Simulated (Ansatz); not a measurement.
C$_{2}$H$_{9}$GaSi, SMILES `CC[SiH2][GaH2]`, 13 atoms. Charge 0, multiplicity 1. Correlated methods include outer-core shells of Ga, which these sets cover unevenly. Scalar relativity is left out up to krypton. All runs use 4 threads of an Intel Xeon 6975P-C on a shared host. Correlated methods freeze the cores.

(1) How many basis functions does each run have, and how long does it take in Ansatz? RKS PBE0-D4/def2-QZVPP energy; RKS PBE0-D4/def2-TZVP relaxation (21 steps); RKS ωB97M-V/def2-SVP energy; RKS B3LYP-D4/def2-TZVPP energy and forces; RKS PBE0-D4/def2-TZVP frequencies; RKS PBE0-D4/def2-SVP energy; RHF-MP2/def2-QZVPP energy; RKS PBE0-D4/def2-TZVPP energy; RKS ωB97M-V/def2-QZVPP energy; direct RPA on PBE orbitals/def2-TZVPP energy; RKS CAM-B3LYP-D4/def2-TZVPP energy; RHF-CCSD(T)/def2-SVP energy. (Best estimate.)

Results:

(1) Computed: Other jobs shared the machine, so times are rough.

```
                                level                    job  functions  wall time  peak host memory (GiB)
                 RKS PBE0-D4/def2-SVP                 energy        123     0.85 s                    0.29
               RKS PBE0-D4/def2-TZVPP                 energy        278      2.2 s                    0.85
          RKS CAM-B3LYP-D4/def2-TZVPP                 energy        278      2.7 s                    0.97
                 RKS ωB97M-V/def2-SVP                 energy        123      2.8 s                    0.44
                 RHF-CCSD(T)/def2-SVP                 energy        123      3.1 s                    0.75
              RKS B3LYP-D4/def2-TZVPP      energy and forces        278      3.3 s                    0.93
direct RPA on PBE orbitals/def2-TZVPP                 energy        278      3.5 s                    0.76
               RKS PBE0-D4/def2-QZVPP                 energy        543      6.5 s                     2.4
               RKS ωB97M-V/def2-QZVPP                 energy        543       14 s                     2.9
                   RHF-MP2/def2-QZVPP                 energy        543       19 s                     4.1
                RKS PBE0-D4/def2-TZVP  relaxation (21 steps)        201       42 s                    0.65
                RKS PBE0-D4/def2-TZVP            frequencies        201      120 s                    0.63
```

B3LYP here is the variant with VWN-RPA as its local correlation; programs differ in this.
